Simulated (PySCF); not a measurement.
C2H8F2Si2, SMILES [SiH3]C(C(F)F)[SiH3]. Geometry optimised at PBE-D3(BJ)/def2-SVP. This is a generated structure with no PubChem entry under its InChIKey; it may be hypothetical. One conformer was computed; it need not be the lowest.

Computed equilibrium geometry at PBE-D3(BJ)/def2-SVP (PySCF confirms it by a frequency run) as bond lengths and angles (one conformer of several):
Atoms: F1 C2 F3 C4 Si5 Si6 H7 H8 H9 H10 H11 H12 H13 H14. Bond lengths (Å): F1–C2 1.376, C2–F3 1.377, C2–C4 1.517, C2–H7 1.115, C4–Si5 1.917, C4–Si6 1.911, C4–H8 1.112, Si5–H9 1.500, Si5–H10 1.505, Si5–H11 1.502, Si6–H12 1.501, Si6–H13 1.505, Si6–H14 1.503. Angles (°): F1–C2–F3 107.0, F1–C2–C4 110.1, F1–C2–H7 107.6, F3–C2–C4 111.0, F3–C2–H7 107.3, C4–C2–H7 113.6, C2–C4–Si5 112.2, C2–C4–Si6 111.9, C2–C4–H8 108.4, Si5–C4–Si6 110.5, Si5–C4–H8 106.7, Si6–C4–H8 106.9, C4–Si5–H9 110.0, C4–Si5–H10 107.5, C4–Si5–H11 111.5, H9–Si5–H10 108.9, H9–Si5–H11 110.2, H10–Si5–H11 108.6, C4–Si6–H12 110.8, C4–Si6–H13 110.0, C4–Si6–H14 108.3, H12–Si6–H13 109.3, H12–Si6–H14 109.2, H13–Si6–H14 109.2.
Charge 0, spin multiplicity 1.
